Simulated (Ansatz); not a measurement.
Relaxation of CH₅ClFNSSi (11 atoms, charge 0, multiplicity 1), to a largest force component of 0.015 eV/Å in at most 40 steps.

These are results of Ansatz, RKS r2SCAN-D4/def2-SVP, not measurements.

```xyz
11
Properties=species:S:1:pos:R:3
N 1.313 -1.762 0.969
C 0.344 -0.615 0.761
S 0.304 -0.217 -1.002
Si -1.026 1.376 -1.079
F -1.346 1.767 -2.621
Cl -0.397 2.992 -0.034
H 1.924 -1.456 1.724
H 0.759 -2.482 1.361
H 0.683 0.263 1.396
H -0.649 -0.902 1.124
H -2.377 0.919 -0.426
```

Where does it end, and by what steps?

It converged. After 17 steps the energy has fallen by 0.603 eV; H7 moved furthest, 0.77 Å.

```
step  energy less start (eV)  largest force component (eV/Å)  accepted
   0                  0.0000                           2.322       yes
   1                 -0.2187                           1.130       yes
   2                 -0.3153                           0.600       yes
   3                 -0.3546                           0.504       yes
   4                 -0.3375                           0.718        no
   5                 -0.3837                           0.275       yes
   6                 -0.3911                           0.186       yes
   7                 -0.3972                           0.471       yes
   8                 -0.4100                           1.016       yes
   9                 -0.4225                           1.960       yes
  10                 -0.5494                           0.810       yes
  11                 -0.5782                           0.858       yes
  12                 -0.5925                           0.163       yes
  13                 -0.5998                           0.155       yes
  14                 -0.5994                           0.078        no
  15                 -0.6023                           0.036       yes
  16                 -0.6026                           0.032       yes
  17                 -0.6027                           0.012       yes
```

```xyz
11
Properties=species:S:1:pos:R:3
N 1.174 -1.622 1.418
C 0.431 -0.499 1.022
S 0.101 -0.458 -0.895
Si -1.161 1.215 -1.108
F -0.913 1.853 -2.573
Cl -0.702 2.649 0.313
H 2.105 -1.654 1.007
H 0.701 -2.506 1.244
H 0.964 0.435 1.236
H -0.555 -0.484 1.507
H -2.614 0.954 -0.998
```

Whether the end is a true minimum wasn't checked by a vibrational analysis.

Time of the run: 94 s on 2 threads of Arm Neoverse V2, with other jobs on the host, peak memory 0.25 GiB.
